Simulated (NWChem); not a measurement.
Molecule: SF3, doublet; SMILES F[S](F)F

Program: NWChem. Pople sets run with spherical d functions. Spin-unrestricted. Geometry: optimised at PBE0/def2-SVP, spin-unrestricted. No stability test was run on the SCF state. Level: M05-2X/6-31G* with SMD (1 M gas to 1 M solution), gas-phase geometry. Reactions with the solvent are ignored.

Q: Predict the results for solvent 1,4-dioxane. Quantities: solvation free energy (kcal/mol); cavity-dispersion-structure term (kcal/mol); dipole in solution (D).

A: The solvation free energy (kcal/mol) is -0.6 and the cavity-dispersion-structure term (kcal/mol) is 0.5. The dipole in solution (D) is 1.00.
